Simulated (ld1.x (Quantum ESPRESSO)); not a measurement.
## Cs: ultrasoft pseudisation with PBE, scalar-relativistic reference atom.

ld1.x (Quantum ESPRESSO) 7.5 was run on this input:

```
&input
   title='Cs', zed=55., rel=1, dft='PBE', iswitch=3,
   config='[Xe] 5d0 6s0 6p0',
   nld=3, rlderiv=4.30, eminld=-4.0, emaxld=5.0, deld=0.02
 /
 &inputp
   pseudotype=3, tm=.true., lloc=-1, rcloc=2.30,
   nlcc=.true., new_core_ps=.true., rcore=1.65,
   which_augfun='PSQ', rmatch_augfun_nc=.true.,
   file_pseudopw='Cs.UPF', file_wfcaegen='ae.wfc', file_wfcncgen='nc.wfc', file_beta='beta', file_chi='chi', file_wfcusgen='us.wfc'
 /
6
5S  1  0   2.00   0.00  2.20  2.35  0.0
6S  2  0   0.00   0.00  2.20  2.35  0.0
5P  2  1   6.00   0.00  3.15  3.35  0.0
6P  3  1   0.00   0.00  3.15  3.35  0.0
5D  3  2   0.00   0.00  2.85  3.95  0.0
5D  3  2   0.00   3.75  2.85  3.95  0.0
 &test
   configts(1)='5s2 5p6 5d0 6s0 6p0'
 /
```

Command:

```bash
ld1.x < Cs.in > Cs.out
```

The program printed (shortened: banner, matrices, multipoles, cross overlaps and the repeated all-electron block are left out):

```
Program LD1 v.7.5
     --------------------------- All-electron run ----------------------------

     Cs
     scalar relativistic calculation

     atomic number is 55.00
     dft =PBE   lsd =0 sic =0 latt =0  beta=0.20 tr2=1.0E-14
     Exchange-correlation= PBE
                           (   1   4   3   4   0   0   0)
     mesh =1251 r(mesh) = 101.25750 a.u. xmin = -7.00 dx = 0.01250
     1 Ry =  13.60569312 eV, c = 137.03599908

     n l     nl                  e(Ry)          e(Ha)          e(eV)
     1 0     1S 1( 2.00)     -2631.6493     -1315.8246    -35805.4124
     2 0     2S 1( 2.00)      -413.1252      -206.5626     -5620.8540
     2 1     2P 1( 6.00)      -370.6197      -185.3098     -5042.5377
     3 0     3S 1( 2.00)       -86.1921       -43.0961     -1172.7039
     3 1     3P 1( 6.00)       -72.5155       -36.2577      -986.6235
     4 0     4S 1( 2.00)       -16.5767        -8.2883      -225.5371
     4 1     4P 1( 6.00)       -12.2048        -6.1024      -166.0544
     3 2     3D 1(10.00)       -52.4474       -26.2237      -713.5826
     5 0     5S 1( 2.00)        -2.3474        -1.1737       -31.9381
     5 1     5P 1( 6.00)        -1.3722        -0.6861       -18.6700
     4 2     4D 1(10.00)        -5.8423        -2.9212       -79.4887
     5 2     5D 1( 0.00)        -0.3232        -0.1616        -4.3972
     6 0     6S 1( 0.00)        -0.4144        -0.2072        -5.6389
     6 1     6P 1( 0.00)        -0.2514        -0.1257        -3.4210

     final scf error:  3.6E-15 reached in  19 iterations

     Etot =  -15573.583621 Ry,   -7786.791811 Ha, -211889.399573 eV

     Ekin =   16409.058401 Ry,    8204.529200 Ha,  223256.613038 eV
     Encl =  -37666.807118 Ry,  -18833.403559 Ha, -512483.018575 eV
     Eh   =    6067.955813 Ry,    3033.977907 Ha,   82558.744677 eV
     Exc  =    -383.790717 Ry,    -191.895358 Ha,   -5221.738714 eV

     normalization and overlap integrals

     s(1S/1S) =  1.000000  <r> =   0.0261  <r2> =    0.0009  r(max) =   0.0169
     s(2S/2S) =  1.000000  <r> =   0.1121  <r2> =    0.0148  r(max) =   0.0947
     s(2P/2P) =  1.000000  <r> =   0.0982  <r2> =    0.0118  r(max) =   0.0765
     s(3S/3S) =  1.000000  <r> =   0.2990  <r2> =    0.1022  r(max) =   0.2739
     s(3P/3P) =  1.000000  <r> =   0.2970  <r2> =    0.1023  r(max) =   0.2672
     s(4S/4S) =  1.000000  <r> =   0.6947  <r2> =    0.5447  r(max) =   0.6409
     s(4P/4P) =  1.000000  <r> =   0.7394  <r2> =    0.6220  r(max) =   0.6738
     s(3D/3D) =  1.000000  <r> =   0.2736  <r2> =    0.0884  r(max) =   0.2215
     s(5S/5S) =  1.000000  <r> =   1.7385  <r2> =    3.4055  r(max) =   1.5375
     s(5P/5P) =  1.000000  <r> =   2.0710  <r2> =    4.8833  r(max) =   1.7863
     s(4D/4D) =  1.000000  <r> =   0.8366  <r2> =    0.8150  r(max) =   0.7172
     s(5D/5D) =  1.000000  <r> =   3.7119  <r2> =   16.3696  r(max) =   2.8015
     s(6S/6S) =  1.000000  <r> =   4.7085  <r2> =   24.8876  r(max) =   4.1794
     s(6P/6P) =  1.000000  <r> =   6.0590  <r2> =   41.5460  r(max) =   5.2340

     ------------------------ End of All-electron run ------------------------

     --------------------- Generating US pseudopotential ---------------------

      Generating local potential from pseudized AE potential:
      Matching radius rcloc =   2.3000

      Local pseudo, rcloc= 2.323 Estimated cut-off energy=     4.49 Ry

      Computing core charge for nlcc:

       r > 1.66 : true rho core
      Core charge pseudized with two Bessel functions
      Integrated core pseudo-charge :   7.51
      Wfc-us  5S rcutus= 2.323  Estimated cut-off energy=     9.68 Ry
      Wfc-us  6S rcutus= 2.323  Estimated cut-off energy=    17.74 Ry
      Wfc-us  5P rcutus= 3.379  Estimated cut-off energy=     7.50 Ry
      Wfc-us  6P rcutus= 3.379  Estimated cut-off energy=    14.06 Ry
      Wfc-us  5D rcutus= 3.926  Estimated cut-off energy=     7.41 Ry
      Wfc-us  5D rcutus= 3.926  Estimated cut-off energy=    12.03 Ry

     Q pseudized with Bessel functions
     Expected ecutrho=      71.0061 due to l1=  0   l2=  2

     ------------------- End of pseudopotential generation -------------------

     Computing logarithmic derivative in   4.31215
     Computing logarithmic derivative in   4.31215
     Computing the partial wave expansion
     R is outside the sphere for l=    0 j= 0.00
     R is outside the sphere for l=    0 j= 0.00
     R is outside the sphere for l=    1 j= 0.00
     R is outside the sphere for l=    1 j= 0.00
     R is outside the sphere for l=    2 j= 0.00
     R is outside the sphere for l=    2 j= 0.00

     ---------------------- Testing the pseudopotential ----------------------

     Cs
     scalar relativistic calculation

     atomic number is 55.00   valence charge is  9.00
     dft =PBE   lsd =0 sic =0 latt =0  beta=0.20 tr2=1.0E-14
     mesh =1251 r(mesh) = 101.25750 xmin = -7.00 dx = 0.01250

     n l     nl             e AE (Ry)        e PS (Ry)    De AE-PS (Ry)
     1 0     5S   1( 2.00)       -2.34740       -2.34740       -0.00000
     2 1     5P   1( 6.00)       -1.37222       -1.37222       -0.00000
     3 2     5D   1( 0.00)       -0.32319       -0.32319        0.00000
     2 0     6S   1( 0.00)       -0.41445       -0.41445       -0.00000
     3 1     6P   1( 0.00)       -0.25144       -0.25144       -0.00000

     eps = 9.9E-16  iter =  4

     Etot =  -15573.583621 Ry,   -7786.791811 Ha, -211889.399573 eV
     Etotps =   -52.627524 Ry,     -26.313762 Ha,    -716.033939 eV

     Ekin =       9.328764 Ry,       4.664382 Ha,     126.924295 eV
     Encl =     -78.940944 Ry,     -39.470472 Ha,   -1074.046256 eV
     Ehrt =      29.678496 Ry,      14.839248 Ha,     403.796507 eV
     Ecxc =     -19.172400 Ry,      -9.586200 Ha,    -260.853796 eV
     (Ecc =     -11.322507 Ry,      -5.661253 Ha,    -154.050555 eV)
     Epseu=       6.478561 Ry,       3.239280 Ha,      88.145310 eV

     ---------------------- End of pseudopotential test ----------------------
```

The ghost test of this file was not conclusive. Its overlap operator is not positive definite in a basis up to 400 Ry (lowest eigenvalue p -0.19), so the file is unfit for use: the generalised eigenproblem breaks down once the basis is large enough, and its test numbers describe a broken file.

Generation and configuration tests took about 3 s on one core of a shared server CPU.
